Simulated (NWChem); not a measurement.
Molecule: C$_{5}$H$_{7}$O, doublet; SMILES O=C1[CH]CCC1

```xyz
13

O     -0.0316     2.1604     0.0679
C     -0.0342     0.9270     0.0110
C     -1.1977     0.0561     0.0468
C     -0.8123    -1.3714    -0.1025
C      0.7115    -1.3880     0.2031
C      1.2036     0.0233    -0.1592
H     -2.2259     0.4435     0.1038
H     -1.4059    -2.0609     0.5364
H     -1.0114    -1.7091    -1.1515
H      0.8582    -1.5685     1.2881
H      1.2416    -2.1971    -0.3355
H      1.5264     0.0892    -1.2224
H      2.0488     0.3950     0.4522
```
Atoms are numbered in this order, from 1.

Results from NWChem. Geometry optimised at PBE-D3(BJ)/def2-SVP; all other runs use it. Pople sets run with spherical d functions. Spin-unrestricted. Vzz has the sign of the potential's second derivative.

```tsv
quantity	level	value
dipole (D)	RPBE/6-31G*	3.30
dipole in solution (D) in dimethyl sulfoxide	B3LYP/6-31G*, SMD	4.31
charge (e), ESP O1	B3LYP/def2-SVP	-0.49
Vzz O1 (a.u.)	CAM-B3LYP/6-31G*	-1.915
highest harmonic frequency (cm⁻¹)	PBE-D3(BJ)/def2-SVP	3146
```
